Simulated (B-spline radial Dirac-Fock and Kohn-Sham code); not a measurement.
**Radiative decay of the 2p1/2 hole in Tc⁷⁺**

System: technetium as Tc⁷⁺, configuration 1s2 2s2 2p6 3s2 3p6 3d10 4s2 4p6.

Level of theory: a relativistic independent-particle model: LDA orbitals of the hole state, radiative multipoles to third order, Auger rates from the Coulomb interaction with a continuum orbital, Dirac-Fock energies; a radial atomic solver.

| line | multipole | energy (eV) | width (meV) | share (%) |
| --- | --- | --- | --- | --- |
| Lη (L2-M1) | E1 | 2249.9 | 2.02 | 2.77 |
| Lβ1 (L2-M4) | E1 | 2541.3 | 70.7 | 96.6 |
| Lγ5 (L2-N1) | E1 | 2734.8 | 0.425 | 0.581 |

The listed lines hold 100.0 % of the radiative rate. The radiative width is 0.0731 eV in the length form and 0.0747 eV in the velocity form; the two differ because the transition energies are not eigenvalue differences of the potential that gave the orbitals.

Values without a named source are computed, but for edge energies of neutral atoms, which are taken from tables.
